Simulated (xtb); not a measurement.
but-3-ene-1-selenol (C4H8Se), SMILES C=CCC[SeH]. All values are semi-empirical tight-binding results from xtb (GFN2-xTB unless named), good for trends rather than for accurate numbers. The structure is a stationary point at GFN2-xTB. The values are those of a single conformer.

| Quantity | Result |
|---|---|
| orbital gap | 3.88 eV |
| zero-point energy | 64.7 kcal/mol |
| G − E(el) at 298.15 K (modified RRHO) | 44.4 kcal/mol |
| static polarisability (D4 model) | 76.9 bohr³ |
| solvation energy, GFN2-xTB/ALPB(water) | -2.1 kcal/mol |
| solvation energy, GFN2-xTB/ALPB(methanol) | -5.5 kcal/mol |
